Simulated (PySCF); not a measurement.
Exercise with solution: dipole moment from atomic charges

MoF5, SMILES [F][Mo]([F])([F])([F])[F] (connectivity only; charge and spin as stated), neutral, multiplicity 2. Atoms are numbered in the order given.

```xyz
6

Mo     0.0000     0.0000     0.0282
F     -1.8714     0.0000     0.0348
F      1.8714     0.0000     0.0348
F      0.0000     0.0000     1.8323
F      0.0000     1.4900    -1.0168
F      0.0000    -1.4900    -1.0168
```
Charge 0, spin multiplicity 2.

Coordinates come from a B3LYP-D3(BJ)/def2-SVP optimisation. The multiplicity is an assumed one; no other spin state was optimised. The isomer is the one that the SMILES or the coordinates give; other isomers of the formula were not compared. The def2 effective core potentials stand for the cores of Mo; spin–orbit coupling is left out.

Charges (e) from PBE/def2-TZVP run with PySCF:

```json
[
 {"atom": "Mo1", "ESP fit": "1.373", "Mulliken": "1.729"},
 {"atom": "F2", "ESP fit": "-0.349", "Mulliken": "-0.379"},
 {"atom": "F3", "ESP fit": "-0.349", "Mulliken": "-0.379"},
 {"atom": "F4", "ESP fit": "-0.205", "Mulliken": "-0.319"},
 {"atom": "F5", "ESP fit": "-0.235", "Mulliken": "-0.326"},
 {"atom": "F6", "ESP fit": "-0.235", "Mulliken": "-0.326"}
]
```

The dipole moment of the full density is 0.56 D.

**Question.** What dipole moment does each set of point charges give, and which comes closer to that of the density?

**Answer.** 
μ = Σ q r, and 1 e Å = 4.8032 D.
ESP fit: Σ q r = (0.000, 0.000, 0.117) e Å, |μ| = 0.56 D.
Mulliken: Σ q r = (0.000, 0.000, 0.101) e Å, |μ| = 0.48 D.
ESP fit comes closer in size. Point charges leave out the atoms' own dipoles (lone pairs, polarised bonds); fits to the potential absorb them, partitions of the density don't.
